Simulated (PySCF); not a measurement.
H₄O₃Si. Atoms are numbered in the order given.

```xyz
8

Si    -0.0333     0.3315    -0.0942
O     -1.2167    -0.6402    -0.7128
O     -0.1984     0.3945     1.5452
O      1.3822    -0.3653    -0.6089
H     -0.1162     1.7434    -0.5325
H     -0.9511    -1.1767    -1.4656
H     -0.3984    -0.4412     1.9787
H      2.1951     0.1221    -0.4496
```

The structure is a stationary point at PBE0-D3(BJ)/def2-SVP. The values are those of a single conformer.

Computed with B3LYP/pcSseg-1 (PySCF).

GIAO shieldings, no solvent; atoms listed in one row are averaged. δ = σ(ref) − σ: ²⁹Si against TMS (σ = 338.7 ppm); ¹⁷O against H2O (σ = 333.8 ppm); ¹H against TMS (σ = 31.68 ppm), references at their B3LYP-D3(BJ)/def2-TZVP geometries, non-relativistic.

Computed chemical shifts:
```tsv
nucleus	atoms	count	δ (ppm)
²⁹Si	Si1	1	-51.2
¹⁷O	O4	1	69.4
¹⁷O	O3	1	67.1
¹⁷O	O2	1	50.6
¹H	H5	1	4.73
¹H	H7	1	2.26
¹H	H8	1	2.01
¹H	H6	1	1.95
```
